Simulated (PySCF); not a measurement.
Ge(I)2 anion (GeI₂), SMILES [I][Ge][I] (connectivity only; charge and spin as stated), charge -1, multiplicity 2. Atoms are numbered in the order given.

```xyz
3

Ge     0.0000     0.0000     1.3353
I      0.0000     2.1460    -0.4031
I      0.0000    -2.1460    -0.4031
```
Charge -1, spin multiplicity 2.

The structure is a stationary point at B3LYP-D3(BJ)/def2-SVPD. The spin state was assumed, not searched. The isomer is the one that the SMILES or the coordinates give; other isomers of the formula were not compared. The def2 effective core potentials stand for the cores of I; spin–orbit coupling is left out.

Method: r2SCAN/def2-TZVPD run with PySCF.

Mulliken values depend strongly on the basis, most of all with diffuse functions as here. ESP charges are fitted to the potential on shells at 1.4 to 2.0 van der Waals radii. Atomic charges (e):

| atom | Mulliken | ESP fit | Mulliken spin |
|---|---|---|---|
| Ge1 | -0.17 | -0.18 | 1.01 |
| I2 | -0.42 | -0.41 | 0.00 |
| I3 | -0.42 | -0.41 | 0.00 |
